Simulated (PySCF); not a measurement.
## Mayer bond orders and bond lengths

C7H8FNPSi (charge +1).
SMILES with atom numbers: `[F:1][C:2]1=[C:3]([SiH3:4])[P@@H+:5]1[c:6]1[cH:7][cH:8][n:9][cH:10][cH:11]1` (hydrogens: H12, H13, H14 on Si4; H15 on P5; H16 on C7; H17 on C8; H18 on C10; H19 on C11)

Geometry (GFN2-xTB, Å), atoms numbered from 1 in this order:
```xyz
19
C7H8FNPSi angstrom
F      2.251   -2.753    0.356
C      1.909   -1.578   -0.062
C      2.183   -0.276   -0.047
Si     3.455    1.004    0.653
P      0.694   -0.687   -1.014
C     -0.950   -0.225   -0.420
C     -1.235   -0.216    0.941
C     -2.526    0.142    1.312
N     -3.461    0.465    0.442
C     -3.182    0.457   -0.845
C     -1.931    0.111   -1.346
H      3.954    1.648   -0.555
H      4.401    0.156    1.364
H      2.615    1.855    1.490
H      0.847   -0.624   -2.389
H     -0.490   -0.475    1.678
H     -2.819    0.166    2.353
H     -3.990    0.733   -1.509
H     -1.737    0.105   -2.409
```

Bond orders from the PBE0/pcSseg-1 density (PySCF). The structure is a single GFN2-xTB conformer in the gas phase; no vibrational or solvent corrections.

**Question.** Where do the orders between heavy atoms depart from those drawn in the SMILES?

**Answer.** The largest departure is 0.455, at C2–C3 (drawn double, 1.545), counting aromatic bonds as 1.5. Drawn single, order below 0.88: C3–Si4 (0.702). Drawn double or triple, more than 0.30 short of the drawn order: C2–C3 (1.545). The bonds drawn aromatic range from 1.34 to 1.48. The SMILES, with its formal charges, is one Lewis structure only.

**Question.** Give the Mayer order of every bond, beside its length.

**Answer.** 
```tsv
bond	drawn as	length (Å)	Mayer order
F1–C2	single	1.293	1.089
C2–C3	double	1.331	1.545
C3–Si4	single	1.936	0.702
C3–P5	single	1.822	0.970
P5–C6	single	1.808	0.929
C6–C7	aromatic	1.391	1.354
C7–C8	aromatic	1.391	1.407
C8–N9	aromatic	1.318	1.468
N9–C10	aromatic	1.317	1.482
C10–C11	aromatic	1.392	1.388
P5–C2	single	1.783	1.084
C11–C6	aromatic	1.391	1.342
Si4–H12	single	1.458	0.947
Si4–H13	single	1.455	0.942
Si4–H14	single	1.459	0.945
P5–H15	single	1.385	0.876
C7–H16	single	1.080	0.959
C8–H17	single	1.081	0.961
C10–H18	single	1.081	0.959
C11–H19	single	1.080	0.967
```

By pair of heavy elements: C–C: lowest C11–C6 (1.342, 1.391 Å), highest C2–C3 (1.545, 1.331 Å). C–P: lowest P5–C6 (0.929, 1.808 Å), highest P5–C2 (1.084, 1.783 Å); in 1 of the 3 pairs the longer bond (by over 0.003 Å) has the higher order (by 0.02 or more). C–N: all 2 within 0.02 of one another (1.468 to 1.482).

**Question.** Sum the orders of all bonds at each heavy atom with more than one neighbour and set the sums beside the valence in the SMILES.

**Answer.** C2 3.718 (drawn 4), C3 3.217 (drawn 4), Si4 3.536 (drawn 4), P5 3.859 (drawn 4), C6 3.625 (drawn 4), C7 3.720 (drawn 4), C8 3.836 (drawn 4), N9 2.950 (drawn 3), C10 3.829 (drawn 4), C11 3.697 (drawn 4). Orders between atoms that aren't bonded are not in these sums.

Mayer orders depend on the basis set.
